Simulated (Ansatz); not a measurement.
The first iterations of a band of ClFGeH₂ (5 atoms, charge 0, multiplicity 1).

All numbers below come from Ansatz 0.2.0, RKS B3LYP-D4/def2-SVP.

* movable images: 7
* climbing image: yes
* spring: 5.0 eV/Å²
* optimiser: lbfgs
* start path: through a guess of the saddle point
* force threshold: 0.05 eV/Å
* iteration limit: 60
* end points: relaxed
* largest step: 0.02 Å

First end point:

```xyz
5
Properties=species:S:1:pos:R:3
Ge 0.335 -0.055 0.089
Cl 0.686 -0.003 2.218
H 1.677 0.046 -0.645
F -0.573 1.377 -0.308
H -0.555 -1.258 -0.244
```

Last end point:

```xyz
5
Properties=species:S:1:pos:R:3
Ge -0.274 -0.320 -0.861
Cl 1.500 -0.209 1.429
H 2.457 0.440 0.848
F -0.920 1.297 -0.521
H -1.194 -1.102 0.215
```

| iteration | highest image above the first end (eV) | largest band force component (eV/Å) |
| --- | --- | --- |
| 1 | 3.856 | 7.391 |
| 2 | 3.632 | 6.455 |
| 3 | 3.441 | 5.819 |
| 4 | 3.278 | 5.293 |
| 5 | 3.138 | 4.854 |
| 6 | 3.013 | 4.447 |
| 7 | 2.901 | 4.080 |
| 8 | 2.800 | 3.719 |
| 9 | 2.708 | 3.387 |
| 10 | 2.624 | 3.046 |
| 11 | 2.549 | 2.741 |
| 12 | 2.479 | 2.409 |
| 13 | 2.417 | 2.135 |

Task: Does the band converge within its limit, and where does its top end?

Result: The run converged. It ended after 39 iterations with the highest image 2.258 eV above the first end. Another band between the same ends (7 images) ends at a top of the same energy, where a vibrational analysis finds 1 clearly imaginary mode. The orbitals stay closed-shell, which can raise the energy where a bond breaks towards radicals; this wasn't checked here.

Time of the run: 9.9 min on 1 thread of Arm Neoverse V2, on a shared host, peak memory 0.15 GiB.
